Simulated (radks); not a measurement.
The numbers below are computed, except where a source is named.
Isoelectronic series with 8 electrons, each ion in its NIST ground configuration. Code: a radial shooting solver on a logarithmic mesh with Libxc functionals. Model: Dirac Kohn-Sham, BLYP, spin-unpolarised, spherical densities, point nucleus; open shells are shared between the two j in proportion to 2j + 1. Total energies (hartree) and mean radii <r> (bohr):

ion    configuration  E (hartree)   2p3/2   2p1/2
O       [He] 2s2 2p4    -75.08046   1.268   1.266
Si6+    [He] 2s2 2p4   -272.35390  0.4856  0.4838
Cl9+    [He] 2s2 2p4   -418.81730  0.3746  0.3727
Ca12+   [He] 2s2 2p4   -597.39575  0.3052  0.3030
V15+    [He] 2s2 2p4   -808.33603  0.2575  0.2551
Fe18+   [He] 2s2 2p4  -1051.93559  0.2227  0.2200
Cu21+   [He] 2s2 2p4  -1328.54340  0.1962  0.1933
Ge24+   [He] 2s2 2p4  -1638.56206  0.1753  0.1721
Br27+   [He] 2s2 2p4  -1982.45085  0.1584  0.1549
Sr30+   [He] 2s2 2p4  -2360.72950  0.1444  0.1406
Nb33+   [He] 2s2 2p4  -2773.98255  0.1327  0.1286
Ru36+   [He] 2s2 2p4  -3222.86465  0.1227  0.1183
Ag39+   [He] 2s2 2p4  -3708.10667  0.1141  0.1094
Sn42+   [He] 2s2 2p4  -4230.52283  0.1065  0.1016
